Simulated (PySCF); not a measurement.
Zr(Me)(H)3 (CH₆Zr), SMILES [CH3][ZrH3], multiplicity 1.

Coordinates come from a B3LYP-D3(BJ)/def2-TZVP optimisation. The multiplicity is an assumed one; no other spin state was optimised. The structure was generated by enumeration; whether it is a known compound was not checked. The def2 effective core potentials stand for the cores of Zr; spin–orbit coupling is left out.

Level of theory: PBE/def2-TZVPD run with PySCF.

Symmetry labels are those of the subgroup Cs that the program uses (full group C3v).

Q: List the valence orbital energies around the gap with their symmetry. (The exact figures need the calculation; the answer reports its results.)

A: 
```tsv
orbital	symmetry	energy (eV)
HOMO−7	A"	-32.39
HOMO−6	A'	-16.88
HOMO−5	A'	-10.04
HOMO−4	A"	-10.04
HOMO−3	A'	-7.57
HOMO−2	A"	-6.87
HOMO−1	A'	-6.87
HOMO	A'	-6.82
LUMO	A"	-3.00
LUMO+1	A'	-3.00
LUMO+2	A"	-1.93
LUMO+3	A'	-1.93
```
